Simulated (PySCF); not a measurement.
SMILES C#CC1=C/C=C\C=C/C=C\1, C10H8

Molfile (atoms numbered from 1):
```
C10H8
     RDKit          3D

 18 18  0  0  0  0  0  0  0  0999 V2000
    2.2970   -0.3067    3.0518 C   0  0  0  0  0  0  0  0  0  0  0  0
    1.6846   -0.1510    2.0149 C   0  0  0  0  0  0  0  0  0  0  0  0
    0.9629   -0.0247    0.7860 C   0  0  0  0  0  0  0  0  0  0  0  0
    0.7254    1.2022    0.2676 C   0  0  0  0  0  0  0  0  0  0  0  0
    0.0606    1.5153   -0.9963 C   0  0  0  0  0  0  0  0  0  0  0  0
   -1.1588    1.1151   -1.3957 C   0  0  0  0  0  0  0  0  0  0  0  0
   -2.0966    0.2589   -0.6628 C   0  0  0  0  0  0  0  0  0  0  0  0
   -1.8521   -0.9626   -0.1627 C   0  0  0  0  0  0  0  0  0  0  0  0
   -0.5942   -1.7113   -0.2622 C   0  0  0  0  0  0  0  0  0  0  0  0
    0.6219   -1.3096    0.1290 C   0  0  0  0  0  0  0  0  0  0  0  0
    2.8388   -0.4309    3.9709 H   0  0  0  0  0  0  0  0  0  0  0  0
    1.1309    2.0596    0.8176 H   0  0  0  0  0  0  0  0  0  0  0  0
    0.5859    2.2397   -1.6314 H   0  0  0  0  0  0  0  0  0  0  0  0
   -1.5416    1.5349   -2.3344 H   0  0  0  0  0  0  0  0  0  0  0  0
   -3.1221    0.6418   -0.5888 H   0  0  0  0  0  0  0  0  0  0  0  0
   -2.6914   -1.5042    0.2907 H   0  0  0  0  0  0  0  0  0  0  0  0
   -0.6841   -2.7332   -0.6522 H   0  0  0  0  0  0  0  0  0  0  0  0
    1.4555   -2.0159    0.0429 H   0  0  0  0  0  0  0  0  0  0  0  0
  1  2  3  0
  2  3  1  0
  3  4  2  0
  4  5  1  0
  5  6  2  0
  6  7  1  0
  7  8  2  0
  8  9  1  0
  9 10  2  0
 10  3  1  0
  1 11  1  0
  4 12  1  0
  5 13  1  0
  6 14  1  0
  7 15  1  0
  8 16  1  0
  9 17  1  0
 10 18  1  0
M  END
```

The calculation used PySCF 2.14.0, quadratic response CAM-B3LYP/aug-cc-pVDZ first hyperpolarisability, Taylor convention, gas phase. Geometry: PBE0-D3(BJ)/def2-SVP.

Q: Give the tensor of the second harmonic β(−2ω;ω,ω) at 1907 nm in the axes of these coordinates.

A: In au, Taylor convention; rows are the first index (the induced dipole):
|  | xx | yy | zz | xy | xz | yz |
| --- | --- | --- | --- | --- | --- | --- |
| x | +1.6 | -9.3 | -21.3 | +19.3 | -24.1 | -5.2 |
| y | +19.6 | +0.7 | -13.0 | -9.7 | -5.0 | +35.8 |
| z | -24.0 | +36.0 | +30.3 | -4.9 | -21.1 | -13.1 |

Norm of βᵢ = ⅓ Σⱼ (βᵢⱼⱼ + βⱼᵢⱼ + βⱼⱼᵢ): 51.7 au, hyper-Rayleigh value 33.9 au.
